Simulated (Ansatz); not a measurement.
# A ladder of methods for BrCl (bromine chloride)

BrCl: 2 atoms, total charge 0, spin state singlet. As SMILES, `ClBr`. The bond length is the measured one.

```xyz
2

Cl    0.0000    0.0000    0.0000
Br    0.0000    0.0000    2.1361
```

Each level gives the energy change with the Cl1–Br2 bond stretched from 2.136 to 3.204 Å (eV). The values are calculated.

| level | kind | program | value (eV) | less FCI/STO-3G | CPU time (all runs) |
| --- | --- | --- | --- | --- | --- |
| r2SCAN/STO-3G (restricted) | meta-GGA | Ansatz | 2.78 | +1.00 | 4.9 s |
| CAM-B3LYP/STO-3G (restricted) | range-separated hybrid | Ansatz | 3.42 | +1.64 | 2.3 s |
| HSE06/STO-3G (restricted) | range-separated hybrid | Ansatz | 3.16 | +1.38 | 2.3 s |
| B2PLYP/STO-3G (restricted) | double hybrid | Ansatz | 2.89 | +1.11 | 2.6 s |
| MP2/STO-3G (restricted) | perturbation theory | Ansatz | 3.00 | +1.22 | 1.2 s |
| CCSDT(Q)/STO-3G (restricted) | coupled cluster or CI | Ansatz | 1.78 | 0.00 | 1.4 s |
| CCSDTQ/STO-3G (restricted) | coupled cluster or CI | Ansatz | 1.78 | 0.00 | 26 s |
| FCI/STO-3G | exact in the basis | Ansatz | 1.78 | 0.00 | 1.3 s |

FCI/STO-3G is exact within its basis and frozen core, so for wave-function methods in that basis the difference is their error; functionals converge differently with the basis, so for them it is only a difference. All-electron rows without a relativistic Hamiltonian named are non-relativistic. The first shape isn't each level's own minimum. The values span 1.78 to 3.42 eV. All rows use very small basis sets, so even the best lies far from the true value. In the correlated wave-function rows the outer d shell of Br is correlated, in sets not made for it. Times are those of the runs behind each value, whatever else they computed, on shared processors of several kinds: orders of magnitude only.
